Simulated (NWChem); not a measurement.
# CH3ClSn, singlet; SMILES [CH3][Sn][Cl]

```xyz
6

Sn    -0.3795     0.4497     0.0000
Cl     0.1347    -1.8981     0.0000
C      1.7299     1.0587     0.0001
H      1.8475     2.1531     0.0054
H      2.2286     0.6423    -0.8907
H      2.2318     0.6328     0.8845
```
Atoms are numbered in this order, from 1.

All runs: NWChem. Medium grid unless said otherwise, to which SCAN and Minnesota functionals are sensitive. Low-valent species are run as closed-shell singlets; no triplet was tried in these runs. Geometry: optimised at PBE0/def2-SVP. def2 effective core potentials on Sn; no spin-orbit coupling. Total energies of different functionals are on different scales.

```json
[
 {"level": "B3LYP/def2-SVP", "energy (Ha)": "-714.3664", "highest occupied level (eV)": "-6.38", "orbital gap (eV)": "3.50", "dipole (D)": "2.68"},
 {"level": "PBE/def2-SVP", "energy (Ha)": "-714.0265", "highest occupied level (eV)": "-5.53", "orbital gap (eV)": "2.19", "dipole (D)": "2.52"},
 {"level": "B3PW91/def2-SVP", "energy (Ha)": "-714.3398", "highest occupied level (eV)": "-6.45", "orbital gap (eV)": "3.60", "dipole (D)": "2.80"},
 {"level": "RPBE/def2-SVP", "energy (Ha)": "-714.2960", "highest occupied level (eV)": "-5.49", "orbital gap (eV)": "2.23", "dipole (D)": "2.55"},
 {"level": "PW6B95/def2-SVP", "energy (Ha)": "-714.8137", "highest occupied level (eV)": "-6.65", "orbital gap (eV)": "4.03", "dipole (D)": "2.81"},
 {"level": "PBE0/def2-SVP", "energy (Ha)": "-714.0806", "highest occupied level (eV)": "-6.61", "orbital gap (eV)": "3.93", "dipole (D)": "2.81"},
 {"level": "r2SCAN0/def2-SVP", "energy (Ha)": "-714.2656", "highest occupied level (eV)": "-6.79", "orbital gap (eV)": "4.14", "dipole (D)": "2.91"},
 {"level": "N12/def2-SVP", "energy (Ha)": "-714.8256", "highest occupied level (eV)": "-5.34", "orbital gap (eV)": "2.20", "dipole (D)": "2.67"}
]
```
